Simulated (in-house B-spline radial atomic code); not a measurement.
# Ionising neutral erbium with different functionals

Computed with a radial B-spline atomic code at the basis-set limit: scalar-relativistic (spin-free X2C) Hamiltonian, Fermi nucleus of rms radius 5.2516 fm, spin-polarised at highest spin, spherical fractional occupations for the functionals, the average over the highest-spin determinants for Hartree-Fock. The ionisation energy is the difference of two self-consistent energies, [Xe] 4f12 6s2 → [Xe] 4f12 6s1, without Breit or QED terms; ε is the level of the shell that loses the electron (its least bound occupied spin orbital). There is no spin-orbit coupling in this Hamiltonian.

Hybrids are left out here: with spherical fractional occupations of an open shell their exact exchange keeps a self-interaction that integer-occupation calculations don't have.

| method | rung | ΔSCF (eV) | -ε(6s) (eV) |
| --- | --- | --- | --- |
| Hartree-Fock | Hartree-Fock | 5.00 | 5.20 |
| LDA VWN5 | LDA | 6.36 | 3.95 |
| LDA PW92 | LDA | 6.37 | 3.95 |
| LDA exchange-only | LDA | 5.31 | 3.13 |
| PBE | GGA | 6.15 | 3.80 |
| PBEsol | GGA | 6.12 | 3.82 |
| BLYP | GGA | 6.18 | 3.69 |
| RPBE | GGA | 6.09 | 3.74 |
| PW91 | GGA | 6.18 | 3.84 |
| BP86 | GGA | 6.29 | 3.95 |
| AM05 | GGA | 6.05 | 3.76 |
| OLYP | GGA | 5.92 | 3.48 |
| TPSS | meta-GGA | 5.98 | 3.77 |
| SCAN | meta-GGA | 6.01 | 3.94 |
| r2SCAN | meta-GGA | 5.91 | 3.88 |
| revTPSS | meta-GGA | 6.00 | 3.82 |

(1) How do they compare with the NIST value?

## Answers

(1) NIST lists 6.108 eV ± 0.001 (measured, ground level to ground level). Errors run from -1.11 to +0.26 eV; PBEsol is closest (+0.01 eV), but part of that can be cancellation, since the calculations leave out spin-orbit coupling, Breit-QED terms, multiplet and fine-structure energies. Hartree-Fock also lacks correlation.
